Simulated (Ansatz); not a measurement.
A geometry relaxed with Ansatz (a first-principles code) with PBE0-D3(BJ)/def2-TZVP, charge 0, multiplicity 1:

```xyz
11

H     -2.6501     1.0045     0.3222
C      2.3633    -0.6440     0.3139
H     -1.7451     1.1559    -1.2155
H      0.6726    -0.8450    -1.9093
H     -2.2655    -0.4318    -0.6757
Si     0.8840    -0.4346    -0.4994
H      3.2349    -1.0887    -0.1513
C     -0.6085     0.3661     0.4128
H      2.4794    -0.3312     1.3455
O     -0.4597     0.7083     1.5606
C     -1.9052     0.5404    -0.3245
```

Question: Write the SMILES of this molecule.

Answer: `C=[SiH]C(C)=O`
